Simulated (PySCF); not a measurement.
# How methods differ on the ionisation energy of Ga

Ga [Ar] 3d10 4s2 4p1 (2P) → Ga⁺ [Ar] 3d10 4s2 (1S), as a difference of total energies. Calculation: PySCF 2.14, in jorge-DZP-DKH; the spin-free X2C one-electron Hamiltonian (Gaussian nucleus). Correlated levels: valence: [Ar] 3d10 frozen. The calculations carry no spin-orbit coupling.

```csv
method,ionisation energy (eV),error (eV)
UHF,5.307,-0.624
MN15,5.799,-0.132
BP86,5.870,-0.061
MP2 (valence),5.271,-0.660
SCS-MP2 (valence),5.244,-0.687
CCSD (valence),5.224,-0.707
CCSD(T) (valence),5.228,-0.703
```

Reference: 5.931 eV (measured; NIST levels, between the centres of gravity of the two terms).

Errors of the correlated levels include the incompleteness of this basis and the frozen core.
